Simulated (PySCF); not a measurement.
Compound: C5H8NO (doublet state).
Structure used (GFN2-xTB), in Å, numbered top down from 1:
```xyz
15
C5H8NO angstrom
C     -2.3106   -0.5015   -0.5916
C     -0.8695   -0.4019   -0.8835
C      0.1220   -0.0030    0.1443
C      0.0759    1.4610    0.0859
N     -0.0283    2.5970   -0.0211
O      1.4002   -0.5166   -0.1615
C      2.3984   -0.1428    0.7569
H     -2.8373    0.4236   -0.8573
H     -2.4925   -0.6940    0.4646
H     -2.7610   -1.2964   -1.1867
H     -0.5210   -0.4448   -1.9000
H     -0.1932   -0.3055    1.1621
H      3.3189   -0.6032    0.4044
H      2.5254    0.9454    0.7957
H      2.1681   -0.5093    1.7657
```

The hyperfine couplings belong to this conformer and change with its torsions.

The species is `C[CH][C@H](C#N)OC` [radical].

Method: PySCF 2.14.0, UKS B3LYP, pcH-1 on C H N O, non-relativistic, mean-field spin-orbit, GIAO. Isolated species at its GFN2-xTB geometry (one conformer only). Couplings are sensitive to structure, and on GFN2-xTB geometries they can be far from those on DFT ones.

How many α and β electrons are there, and what is ⟨S²⟩ of the pure spin state?

Nα = 27, Nβ = 26 (53 in all), and S(S+1) = 0.75 for S = 1/2.

Mulliken spin populations, one withheld:

```
atom           bound to  population
  C1    C2, H8, H9, H10           ?
  C2        C1, C3, H11     +1.0042
  C3    C2, C4, O6, H12     -0.0622
  C4             C3, N5     +0.0002
  N5                 C4     +0.0631
  O6             C3, C7     +0.0067
  C7  O6, H13, H14, H15     +0.0024
  H8                 C1     +0.0637
  H9                 C1     +0.0084
 H10                 C1     +0.0252
 H11                 C2     -0.0418
 H12                 C3     +0.0142
 H13                 C7      0.0000
 H14                 C7      0.0000
 H15                 C7     -0.0001
```

What does C1 hold?

The populations add up to Nα − Nβ = 1, and the others sum to 1.0840, so C1 holds -0.084.

How is the spin shared among the elements?

Carbon +0.86, hydrogen +0.07, nitrogen +0.06, oxygen +0.01. The positive populations sum to 1.19, the negative ones to -0.19.

The run gives ⟨S²⟩ = 0.7542. What does that say of the overlap of α and β orbitals, and of the weight of higher spin?

For a single determinant ⟨S²⟩ = S(S+1) + Nβ − Σ|⟨iα|jβ⟩|², so the squared overlaps of occupied orbitals sum to 26 − 0.0042 = 25.9958. If the quartet state (S + 1) were the only admixture, its weight would be 0.0042/(2S + 2) = 0.14 %.

What Fermi-contact NMR shifts do the couplings of C1, C3, N5, H12 imply at 350 K (Curie law, g = gₑ)?

δ = a_FC·h·gₑ μB S(S+1)/(3 g_N μN kT), with k/h = 20836.6 MHz/K:

```csv
nuclei,isotope,a_FC (MHz),g_N,contact shift (ppm)
C1,13C,-33.96,1.4048,-3047
C3,13C,-31.65,1.4048,-2839
N5,14N,1.87,0.4038,+584
H12,1H,35.08,5.5857,+791
```

The sign follows the spin density at the nucleus: positive density means a positive shift.

β density exceeds α density at some nuclei, such as C1 (-0.0302), C3 (-0.0282) and H11 (-0.0135), spin density in bohr⁻³. In a single determinant that takes different orbitals for the two spins, that is spin polarisation.
